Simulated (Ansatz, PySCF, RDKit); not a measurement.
Dimer: H2S (SMILES S) (first 3 atoms) with AsH3 (SMILES [AsH3]); geometry from B3LYP-D3(BJ)/def2-TZVP, rigid monomers moved along the line of their centres of mass till S1···As4 is 4.34 Å.
(charge 0, multiplicity 1):
```xyz
7

S      0.592     0.254    -0.781
H     -0.371     1.069    -0.324
H     -0.251    -0.788    -0.863
As    -0.426    -0.397     3.390
H      0.129    -1.749     2.961
H     -0.449    -0.805     4.862
H      0.967     0.205     3.511
```

Interaction energies are E(AB) − E(A) − E(B) at the monomers' geometry in the complex; basis-set methods are counterpoise corrected. RDKit's UFF carries no charges.

Programs: Ansatz (Gaussian orbitals); PySCF for the dispersion terms; RDKit for the force fields. 

Task: One of these levels gives -6.4 meV for the interaction energy. Which?
A. HF/def2-TZVPPD
B. UFF
C. PBE-D4/def2-TZVPPD

Result: A, HF/def2-TZVPPD. The others give -24.0 (UFF), -54.3 (PBE-D4/def2-TZVPPD)

Ansatz is an electronic-structure program.
